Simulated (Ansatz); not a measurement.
The lowest singlet and triplet of C4H6 (SMILES C=CC=C); geometries from B3LYP-D3(BJ)/def2-TZVP, each state relaxed from the structure named, with no frequency check.
Singlet (charge 0, multiplicity 1):
```xyz
10

C      1.311     1.122     0.645
C      0.509     0.065     0.513
C     -0.509    -0.065    -0.513
C     -1.311    -1.122    -0.645
H      1.243     1.969    -0.028
H      2.058     1.176     1.426
H      0.604    -0.768     1.205
H     -0.604     0.768    -1.205
H     -2.058    -1.176    -1.426
H     -1.243    -1.969     0.028
```
Triplet (charge 0, multiplicity 3):
```xyz
10

C      1.35753     1.18527     0.65189
C      0.47206     0.05183     0.48100
C     -0.47206    -0.05183    -0.48100
C     -1.35753    -1.18527    -0.65189
H      1.29829     2.03569    -0.01328
H      2.09112     1.20369     1.44320
H      0.58383    -0.76956     1.18327
H     -0.58383     0.76956    -1.18327
H     -2.09112    -1.20369    -1.44320
H     -1.29829    -2.03569     0.01328
```

A positive gap puts the triplet lower; no zero-point energy. R- takes a restricted singlet. U- takes an unrestricted singlet (broken symmetry where lower, unprojected). The triplet is unrestricted in single-reference levels.

Frozen-core correlation.

Codes used: Ansatz (Gaussian orbitals). Each number belongs to the level named beside it.

Question: Estimate the gap E(singlet) − E(triplet), adiabatic that U-CCSD/cc-pVDZ (spin-contaminated) returns for this input.

Answer: -2.51 eV

Question: Give the gap E(singlet) − E(triplet), adiabatic at the level U-SVWN5/def2-TZVPP.

Answer: -2.87 eV

Question: Give the gap E(singlet) − E(triplet), adiabatic at the level R-SCS-MP2/cc-pVDZ.

Answer: -2.91 eV

Doubts at one or more of the structures used: a restricted determinant that unrestricted orbitals would lower (R-SCS-MP2/cc-pVDZ).

Ansatz is a first-principles code.
